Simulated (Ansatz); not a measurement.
Consider the cleavage of the B–Ge bond: `[BH2][GeH2][C](C)=N` + `S[CH2][GeH3]` → `BS[CH2][GeH3]` + `C[C](=N)[GeH3]`.

Isolated molecules relaxed with PBE0-D4/def2-TZVP in Ansatz; ΔE leaves out vibrations. CCSD(T)/CBS is the MP2 limit (def2-TZVPP, def2-QZVPP) plus CCSD(T) − MP2 in def2-TZVPP, frozen cores. Functionals use def2-TZVPP. For Ge outer-core shells are correlated without core-valence functions, which leaves a few kJ/mol of doubt a bond. Scalar relativity is left out up to krypton. Each species was taken in one conformer, which may not be the lowest.

`[BH2][GeH2][C](C)=N`:

Z-matrix (Å, degrees):
```
Ge
C 1 1.999
B 1 2.052 2 109.4
H 1 1.544 2 107.5 3 119.4
H 1 1.541 2 105.6 3 -124.7
N 2 1.265 1 123.1 3 115.6
C 2 1.496 1 117.1 3 -64.0
H 3 1.194 1 122.4 2 -116.5
H 3 1.196 1 119.1 2 61.2
H 6 1.020 2 112.3 1 0.5
H 7 1.094 2 110.6 1 58.1
H 7 1.091 2 110.2 1 179.3
H 7 1.094 2 110.4 1 -59.6
```

`S[CH2][GeH3]`:

Cartesian coordinates in Å:
```
S -0.017 -1.221 1.689
C -0.664 0.114 0.655
Ge 0.499 0.518 -0.872
H 0.161 -2.126 0.713
H -0.707 0.990 1.305
H -1.682 -0.104 0.330
H -0.138 1.598 -1.768
H 0.685 -0.772 -1.692
H 1.863 1.001 -0.360
```

`BS[CH2][GeH3]`:

```xyz
11

B    -1.200    0.240   -1.856
S     0.298   -0.602   -1.520
C     1.011    0.231   -0.079
Ge    0.232   -0.424    1.603
H    -1.830   -0.173   -2.780
H    -1.546    1.174   -1.199
H     2.083    0.029   -0.091
H     0.864    1.306   -0.172
H    -1.270   -0.105    1.605
H     0.440   -1.943    1.692
H     0.918    0.266    2.797
```

`C[C](=N)[GeH3]`:

Cartesian coordinates in Å:
```
C 1.456 0.530 -0.208
C 0.056 0.483 0.315
N -0.345 1.390 1.105
Ge -1.092 -1.022 -0.279
H 1.998 -0.380 0.068
H 1.978 1.400 0.192
H 1.455 0.576 -1.301
H -1.314 1.248 1.390
H -0.477 -2.369 0.137
H -1.250 -1.012 -1.809
H -2.465 -0.844 0.390
```

(1) Is it downhill or uphill in electronic energy at CCSD(T)/CBS, and by how much? (An estimate is asked.)

(2) What do these levels give: ωB97X-V, PBE, MP2/def2-TZVPP, CCSD(T)/def2-TZVPP, HF/def2-QZVPP, CCSD/CBS(def2)? (Estimate.)

Largest T1 diagnostic among the species: 0.014.

Results:

(1) Ansatz gave: Downhill: ΔE = -116.9 kJ/mol.

(2) Computed: ωB97X-V -118.6, PBE -120.7, MP2/def2-TZVPP -124.4, CCSD(T)/def2-TZVPP -118.5, HF/def2-QZVPP -110.6, CCSD/CBS(def2) -113.4 kJ/mol.

In def2-TZVPP, CCSD(T) changes the Hartree–Fock value by −8.0 kJ/mol (the triples alone add −3.6 kJ/mol) and MP2 by −13.9 kJ/mol.
